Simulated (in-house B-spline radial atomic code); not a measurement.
OLYP excitations of the titanium ion Ti⁴⁺

Method: OLYP. Computed with a B-spline radial code for spherical atoms: linear response of the closed shell [Ne] 3s2 3p6 with the functional's adiabatic kernel; non-relativistic, point nucleus, no spin-orbit coupling, no double excitations, S, P, D and F terms only. Only terms of natural parity with L up to 3 were computed.

Command:
```bash
python run_td.py task.json out
```
Settings (radii: box in bohr, nucleus in fm):
```
Z                        22
electrons                18
configuration            [Ne] 3s2 3p6
hamiltonian              nr
method                   optx,lyp
box_radius               19.1
intervals                53
```

Time taken, with all properties: 0.6 s on 1 thread of Arm Neoverse N1 (shared host).

The lowest states, in the order of their Tamm-Dancoff energies; the method's threshold (minus the highest occupied level) is 89.64 eV. Labels give the largest channel, * marks a mixed state, and oscillator strengths are full-response dipole values. Semilocal kernels can invert the small singlet-triplet splittings of Rydberg terms. Energies in eV:

```
     state  full response  Tamm-Dancoff  oscillator strength
3p → 3d 3P              ?             ?                    -
3p → 3d 3F          34.55         34.70                    -
3p → 3d 1F          37.71         37.73                    -
3p → 3d 1P          48.56         50.52                 4.24
3p → 4s 3P              ?             ?                    -
3p → 4s 1P          51.77         51.94                0.114
3p → 4p 3S          56.95         56.99                    -
3p → 4p 3D          57.18         57.21                    -
3p → 4p 1D          57.76         57.77                    -
3s → 3d 3D          59.11         59.16                    -
```

(1) Where does 3p → 4s 3P lie?

(2) Where does 3p → 3d 3P lie?

(3) How large is the singlet-triplet splitting of 3p → 3d (F terms) in Tamm-Dancoff?

(4) What polarisabilities and dispersion coefficient does the method give?

Answers

(1) At 51.01 eV in full response, 51.03 eV in Tamm-Dancoff.

(2) At 33.80 eV in full response, 33.96 eV in Tamm-Dancoff.

(3) 3.03 eV, from the unrounded values.

(4) Dipole 1.49 bohr³, quadrupole 1.977 bohr⁵, C6 3.231 hartree·bohr⁶ for two such species.
